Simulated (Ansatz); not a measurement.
C₄H₁₀OSi, SMILES `CC(C)(C)O[SiH]`, relaxed with RKS PBE0-D4/def2-TZVP in the Gaussian-basis code of Ansatz from a PBE-D4/def2-SVP geometry. The force threshold is 0.005 eV/Å; the program also tests the step.

Charge 0, multiplicity 1.

Start:

```xyz
16

C     0.127   -0.600    1.290
C    -0.135   -0.106   -0.137
C    -1.549   -0.469   -0.597
C     0.117    1.401   -0.259
O     0.759   -0.809   -1.051
Si    2.428   -0.917   -1.195
H    -0.560   -0.109    2.007
H     1.167   -0.369    1.597
H    -0.030   -1.696    1.355
H    -1.706   -0.147   -1.645
H    -2.311    0.022    0.042
H    -1.699   -1.565   -0.547
H    -0.046    1.737   -1.302
H    -0.572    1.968    0.399
H     1.156    1.647    0.038
H     2.855    0.011    0.005
```

(1) By how much does the energy fall, and how many steps does the optimiser take? (Estimate.)

(2) Which bonds change most? (Estimate.)

(3) Give the relaxed structure. (Estimate.)

## Answers

(1) Computed: 1.94 kcal/mol, in 6 steps.

(2) Ansatz gave: O5–Si6 from 1.679 to 1.636 Å; Si6–H16 from 1.576 to 1.552 Å; C2–O5 from 1.458 to 1.442 Å; C4–H15 from 1.109 to 1.092 Å.

(3) The calculation gave: 
```xyz
16

C     0.125   -0.593    1.280
C    -0.127   -0.107   -0.137
C    -1.530   -0.466   -0.593
C     0.116    1.388   -0.254
O     0.763   -0.799   -1.036
Si    2.389   -0.908   -1.187
H    -0.559   -0.105    1.978
H     1.147   -0.364    1.588
H    -0.031   -1.673    1.344
H    -1.687   -0.146   -1.625
H    -2.276    0.021    0.040
H    -1.681   -1.546   -0.541
H    -0.045    1.720   -1.282
H    -0.568    1.938    0.396
H     1.139    1.634    0.041
H     2.822    0.005   -0.009
```
